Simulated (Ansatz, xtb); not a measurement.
## A geometry optimisation of FH2N2Si− with r2SCAN-D4/def2-SVPD

The starting geometry of this gas-phase singlet has its atoms placed at random.

```xyz
6

F    -0.1104    0.1598    1.2893
N     0.6751    1.7634   -0.6713
N    -1.1032    1.1776    0.6304
Si    1.7416   -0.4252    0.3257
H    -1.9568    0.8313    0.0724
H     1.5065   -0.3536   -1.2576
```

**Question.** One run relaxed it with r2SCAN-D4/def2-SVPD. What is a likely outcome?

**Answer.** It loosens into HN2Si + FH, which stay close as a complex (formulas without charges). Contacts that open: N3–H5 (1.08 → 1.54 Å). Contacts that close: F1–H5 (2.31 → 1.00 Å), N2–N3 (2.28 → 1.17 Å), N2–Si4 (2.63 → 1.73 Å).

The energy falls by 10.51 eV over 26 steps:

```tsv
step	E − E(last) (eV)
1	10.511
4	4.705
7	2.788
9	2.079
12	1.495
15	0.729
18	0.127
20	0.014
23	0.000
26	0.000
```

Final geometry (Å):

```yaml
atoms:
  - { symbol: F, position_ang: [-2.0536, 0.2824, 1.6975] }
  - { symbol: N, position_ang: [0.6477, 0.8888, -0.1876] }
  - { symbol: N, position_ang: [-0.3410, 1.3965, 0.1937] }
  - { symbol: Si, position_ang: [2.2151, 0.2558, -0.5672] }
  - { symbol: H, position_ang: [-1.3600, 0.6953, 1.1066] }
  - { symbol: H, position_ang: [1.6446, -0.3657, -1.8540] }
```

From the same start GFN2-xTB ends elsewhere, in pieces: H2N2Si + F.

From so rough a start the end depends on the optimiser's path, so another program may land elsewhere. The end wasn't checked by frequencies. Run with Ansatz 0.2.0, 2.9 min on 1 thread of AMD EPYC (Zen 3) (shared host).
